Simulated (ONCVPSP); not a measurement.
u(r) = r·R(r): atom against pseudo-atom (In)

Columns: radius, all-electron u(r) and pseudo u(r) of the 4s shell (level -119.66 eV) of indium in the configuration [Ar] 3d10 4s2 4p6 4d10 5s2 5p1; PBE, scalar-relativistic, ONCV scheme, ONCVPSP 4.0.1.

```json
{"r (bohr)": "0.082", "all-electron": "0.4658", "pseudo": "0.1269"}
{"r (bohr)": "0.165", "all-electron": "-0.1720", "pseudo": "0.2641"}
{"r (bohr)": "0.248", "all-electron": "-0.7006", "pseudo": "0.4152"}
{"r (bohr)": "0.330", "all-electron": "-0.5290", "pseudo": "0.5766"}
{"r (bohr)": "0.413", "all-electron": "-0.0053", "pseudo": "0.7439"}
{"r (bohr)": "0.495", "all-electron": "0.5313", "pseudo": "0.8996"}
{"r (bohr)": "0.578", "all-electron": "0.9395", "pseudo": "1.0316"}
{"r (bohr)": "0.660", "all-electron": "1.1766", "pseudo": "1.1232"}
{"r (bohr)": "0.742", "all-electron": "1.2695", "pseudo": "1.1672"}
{"r (bohr)": "0.825", "all-electron": "1.2563", "pseudo": "1.1612"}
{"r (bohr)": "0.908", "all-electron": "1.1749", "pseudo": "1.1092"}
{"r (bohr)": "0.990", "all-electron": "1.0583", "pseudo": "1.0220"}
{"r (bohr)": "1.072", "all-electron": "0.9277", "pseudo": "0.9121"}
{"r (bohr)": "1.155", "all-electron": "0.7954", "pseudo": "0.7907"}
{"r (bohr)": "1.238", "all-electron": "0.6713", "pseudo": "0.6705"}
{"r (bohr)": "1.320", "all-electron": "0.5611", "pseudo": "0.5610"}
{"r (bohr)": "1.402", "all-electron": "0.4646", "pseudo": "0.4645"}
{"r (bohr)": "1.485", "all-electron": "0.3809", "pseudo": "0.3808"}
{"r (bohr)": "1.568", "all-electron": "0.3104", "pseudo": "0.3103"}
{"r (bohr)": "1.650", "all-electron": "0.2522", "pseudo": "0.2522"}
{"r (bohr)": "1.733", "all-electron": "0.2036", "pseudo": "0.2036"}
{"r (bohr)": "1.815", "all-electron": "0.1643", "pseudo": "0.1642"}
{"r (bohr)": "1.898", "all-electron": "0.1318", "pseudo": "0.1317"}
{"r (bohr)": "1.980", "all-electron": "0.1057", "pseudo": "0.1057"}
{"r (bohr)": "2.062", "all-electron": "0.0847", "pseudo": "0.0846"}
{"r (bohr)": "2.145", "all-electron": "0.0675", "pseudo": "0.0674"}
```

**Question.** How many radial nodes do the two functions have?

**Answer.** The all-electron 4s function has n − l − 1 = 3 (the table is too coarse to show those close to the nucleus); the pseudo-wave has 0, since the states of the same l below it are removed with the core.

**Question.** At about which radius was the pseudo-wave matched?

**Answer.** 1.35 bohr, where the columns begin to agree (steps of 0.08 bohr).

**Question.** Is the pseudo-wave norm-conserving?

**Answer.** Yes: the ONCV scheme keeps the norm inside the radius equal to the all-electron one, which fixes the energy derivative of the logarithmic derivative at the level.
